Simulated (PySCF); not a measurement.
**InF: energy against distance**

Set-up: basis In aug-cc-pVDZ-PP with ECP28, F aug-cc-pVDZ; scalar-relativistic core potentials; PySCF 2.14. Energies in eV from In + F in their ground configurations at the same level. State: ¹Σ⁺ (singlet), closed shell.

| R (Å) | r²SCAN | PW91 | PBE |
| --- | --- | --- | --- |
| 1.742 | -4.580 | -4.704 | -4.637 |
| 1.823 | -5.158 | -5.316 | -5.254 |
| 1.903 | -5.458 | -5.653 | -5.595 |
| 1.964 | -5.557 | -5.779 | -5.723 |
| 2.025 | -5.577 | -5.826 | -5.773 |
| 2.086 | -5.541 | -5.815 | -5.764 |
| 2.167 | -5.430 | -5.735 | -5.686 |
| 2.268 | -5.226 | -5.567 | -5.521 |
| 2.389 | -4.931 | -5.310 | -5.267 |
| 2.551 | -4.509 | -4.931 | -4.891 |

Task: Put a parabola through the three lowest points of the r²SCAN curve and estimate Re, k and ωe (reduced mass 16.3 u; 1 eV/Å² = 0.16022 mdyn/Å; ωe = 1302.8·√(k/μ) cm⁻¹).

Result: Through R = 1.964, 2.025, 2.086 Å the second-order coefficient is 7.52 eV/Å², so Re ≈ 2.016 Å, k ≈ 2.41 mdyn/Å and ωe ≈ 501 cm⁻¹. A polynomial fit of higher order to the unrounded r²SCAN energies gives Re = 2.014 Å, k = 2.61 mdyn/Å, ωe = 522 cm⁻¹; anharmonicity and rounding make the difference.

The higher-order fit for each curve: r²SCAN: Re = 2.014 Å, ωe = 522 cm⁻¹, De = 5.58 eV; PW91: Re = 2.041 Å, ωe = 492 cm⁻¹, De = 5.83 eV; PBE: Re = 2.044 Å, ωe = 490 cm⁻¹, De = 5.78 eV.

Spin–orbit coupling is left out, which matters for elements this heavy, above all for dissociation energies.
